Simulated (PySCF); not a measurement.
**Spinor energies of Tm (thulium, neutral)**

Start: [Xe] 4f13 6s2; 4f5/2 filled at m_j = -5/2, -3/2, -1/2, +1/2, +3/2, +5/2; 4f7/2 filled at m_j = -5/2, -3/2, -1/2, +1/2, +3/2, +5/2, +7/2. Calculated with PySCF 2.14 in x2c-QZVPPall-2c: generalised Hartree-Fock with the X2C-1e Hamiltonian and a Gaussian nucleus; one run each with spin-orbit coupling (SO) switched off, then screened by Boettger's factors.

```
spinor shell  electrons  ε, spin-free (eV)  ε, screened SO (eV)  weight of nominal j (screened SO)  rms radius, screened SO (bohr)
       1s1/2          2           -59693.4             -59679.3                              1.000                          0.0227
       2s1/2          2           -10201.9             -10197.5                              1.000                          0.0917
       2p1/2          2            -9005.5              -9701.1                              1.000                          0.0783
       2p3/2          4            -9005.5              -8715.5                              1.000                          0.0852
       3s1/2          2            -2348.3              -2347.0                              1.000                           0.235
       3p1/2          2            -1979.1              -2128.6                              1.000                           0.227
       3p3/2          4            -1979.1              -1916.0                              1.000                           0.241
       3d3/2          4            -1520.4              -1547.8                              1.000                           0.214
       3d5/2          6            -1520.4              -1501.2                              1.000                           0.218
       4s1/2          2            -489.73              -489.38                              1.000                           0.530
       4p1/2          2            -365.94              -400.43                              0.999                           0.542
       4p3/2          4            -365.94              -351.34                              1.000                           0.574
       4d3/2          4            -198.44              -204.73                              0.994                           0.612
       4d5/2          6            -198.44              -194.04                              0.996                           0.624
       5s1/2          2            -64.707              -64.665                              1.000                            1.33
       5p1/2          2            -33.429              -37.888                              0.994                            1.51
       5p3/2          4            -33.429              -31.592                              0.997                            1.63
       4f5/2          6            -13.769              -14.871                              0.948                           0.875
       4f7/2          7            -13.769              -12.716                              0.955                           0.906
       6s1/2          2             -5.274               -5.278                              1.000                            4.55
```

```tsv
quantity	spin-free	screened SO
E (hartree)	-13557.37579	-13569.39824
M_J	7/2	7/2
⟨J²⟩	15.763	15.763
⟨L²⟩	12.011	12.114
⟨S²⟩	0.751	0.853
```

Each row is a mean over spinors that exchange with the open shell spreads, by up to 9.499 eV (4d5/2).

Breit and QED terms are absent; they matter most for the inner s and p1/2 levels.

Densities and radii are taken from the X2C orbitals without a picture-change correction, which distorts them close to the nucleus.

Without spin-orbit coupling the j labels of p, d and f shells carry no meaning; the spin-free column gives the mean over the occupied spinors of each nl shell.
